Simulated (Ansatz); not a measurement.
Ansatz (a program for electronic structure) input (PBE-QIDH/def2-TZVPD):

Ansatz 0.2 input:
```yaml
crystal:
  periodic: [false, false, false]
  atoms:
    - {symbol: C, position_ang: [-0.20671028, -1.58925741, -1.43798998]}
    - {symbol: Sn, position_ang: [-0.00444507, -0.01861151, -0.01659747]}
    - {symbol: C, position_ang: [-0.11606819, 1.88667118, -1.03839432]}
    - {symbol: C, position_ang: [-1.59352463, -0.19814449, 1.43865176]}
    - {symbol: C, position_ang: [1.91749135, -0.16668301, 0.97442141]}
    - {symbol: H, position_ang: [-0.85016092, -2.44698375, -1.27279999]}
    - {symbol: H, position_ang: [0.33067939, -1.60112227, -2.38049335]}
    - {symbol: H, position_ang: [0.02582821, 2.69964723, -0.32663704]}
    - {symbol: H, position_ang: [-1.08823563, 1.99964930, -1.51655760]}
    - {symbol: H, position_ang: [0.66057232, 1.94661294, -1.80039607]}
    - {symbol: H, position_ang: [-2.56251704, -0.10497208, 0.94933744]}
    - {symbol: H, position_ang: [-1.54023401, -1.16826030, 1.93217387]}
    - {symbol: H, position_ang: [-1.50299122, 0.58391698, 2.19207086]}
    - {symbol: H, position_ang: [1.99249504, -1.11505385, 1.50492000]}
    - {symbol: H, position_ang: [2.72048104, -0.10818807, 0.24046744]}
    - {symbol: H, position_ang: [2.02920713, 0.64981180, 1.68765435]}
basis:
  gaussian:
    orbitals: def2-TZVPD
hamiltonian:
  xc: {name: PBE-QIDH}
magnetization: {spin_polarized: true, initial_magnetization: 1}
correlation: {electrons: outside_noble_gas}
```

End of the output:

```
integrals: 0.95 GiB planned
2265 factors; integrals over basis functions are off by at most 9.9e-4 eV
0.43 GiB of the device are held for the grids
2.19 GiB of device memory are held for the factors and their scratch space
mean field: 3.27 GiB planned
mean field evaluation 1: about -10130.6022 eV, gradient 3.9e1 eV
mean field evaluation 2: about -10130.6229 eV, gradient 3.9e1 eV
mean field evaluation 4: about -10137.4759 eV, gradient 2.2e0 eV
mean field evaluation 8: about -10137.5113 eV, gradient 2.2e-1 eV
mean field evaluation 16: about -10137.5122 eV, gradient 8.0e-4 eV
mean field -10137.51223137 eV, -372.5467030504 hartree, gradient 5.4e-6 eV, S^2 0.759104; 0 other end points of the search recorded, 0 dependent functions left out
13 core orbitals not correlated
reference -10137.51225246 eV, -372.5467038254 hartree; 16, 15 occupied and 274, 275 virtual orbitals, 2265 factors
second order -23.63949439 eV of doubles, -0.00000000 eV of singles
Total energy: -10145.39208392 eV, -372.8362822905 hartree
```

It need not be the lowest isomer of its formula.
